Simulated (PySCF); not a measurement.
Cl2Sr, triplet, geometry from GFN2-xTB (such geometries of metal compounds can be far from the true shape) (a higher spin typed on purpose: for a closed-shell molecule this is an excited state) (core potentials on Sr), with bond 3-1 at 2.0 times its length. Base run: PySCF with HF/def2-SVP.

PySCF was given this input:
```python
from pyscf import gto, scf

mol = gto.M(
    atom='''
Sr    0.50354995   -0.98029751    0.16357802
Cl    0.31464289    1.39392006   -1.09624314
Cl   -3.38400021    2.57496391    1.29761830
''',
    basis='def2-svp',
    ecp={'Sr': 'def2-svp'},
    spin=2,
    verbose=4,
)

mf = scf.UHF(mol)
mf.kernel()
```

Each row names what was changed in the base input (with any setting that the change needs).

```csv
change,ΔE vs base (mEh),SCF cycles,<S^2>,outcome
base,0.000,34,2.007,converged
damp = 0.5; diis_start_cycle = 5,-170.3,31,2.006,another SCF solution
diis_space = 12,0.000,28,2.007,converged
init_guess = 1e,-170.3,36,2.006,another SCF solution
diis = off; damp = 0.3 (with mf.diis_start_cycle = 200; with mf.max_cycle = 150),-,150,-,not converged
level_shift = 0.1 (with mf.max_cycle = 100),-170.3,35,2.006,another SCF solution
solver = newton; init_guess = 1e,-170.3,-,2.006,another SCF solution
diis = off; damp = 0.6 (with mf.diis_start_cycle = 200; with mf.max_cycle = 150),-,150,-,not converged
init_guess = mod_huckel,-169.1,13,2.006,another SCF solution
init_guess = sap,-167.9,49,2.006,another SCF solution
conv_tol = 1e-11,0.000,40,2.007,converged
init_guess = atom,-170.3,25,2.006,another SCF solution
diis_space = 20,0.000,29,2.007,converged
```

A guess, shift, damping, solver or small numerical setting can't move a converged solution much, so rows marked as another SCF solution ended in a different state.

Open shells are given as the SCF converged; they aren't shown to be the lowest states, and a large step between rows can be another state.
